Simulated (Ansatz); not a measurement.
## Redistribution: C2H5BrSi + SiH2(CH3)Cl → C2H5ClSi + SiH2(CH3)Br

Species: C2H5BrSi `C=C[SiH2]Br`, singlet; SiH2(CH3)Cl ((chlorosilyl)methane), singlet; C2H5ClSi `C=C[SiH2]Cl`, singlet; SiH2(CH3)Br, singlet. The partners trade Br for Cl; both sit on Si, so the bond types are kept.

Shapes, held fixed at every level: PBE0-D4/def2-TZVP. Flexible molecules stand in one conformer, not always the lowest. Programs: Ansatz 0.2.0. The zero-point and thermal change to 298 K, harmonic and unscaled (PBE0-D4/def2-TZVP), is 0.0 kJ/mol.

| level | kind | ΔH(298 K) (kJ/mol) | less CCSD(T)/def2-TZVPP |
| --- | --- | --- | --- |
| HF/def2-SVP | Hartree–Fock | -0.1 | -0.4 |
| r2SCAN-D4/def2-TZVPP | meta-GGA | +0.5 | +0.2 |
| BHLYP-D4/def2-TZVPP | global hybrid | +0.3 | 0.0 |
| B2PLYP/def2-TZVPP | double hybrid | +0.3 | 0.0 |
| MP2/def2-SVP | perturbation theory | +0.2 | -0.1 |
| MP2/def2-TZVPP | perturbation theory | +0.4 | +0.1 |
| CCSD(T)/def2-SVP | coupled cluster or CI | 0.0 | -0.3 |
| CCSD(T)/def2-TZVPP | coupled cluster or CI | +0.3 | 0.0 |

The highest level, CCSD(T)/def2-TZVPP, gives ΔH(298 K) = +0.3 kJ/mol; the levels span -0.1 to +0.5. That is about zero within the method's error. They disagree on the sign: 6 of 8 are positive. The column of differences is taken from that level and isn't an error. No measured value is set beside it here. Relativity is left out for Br. Outer-core shells of Br are correlated, in sets that cover them unevenly.
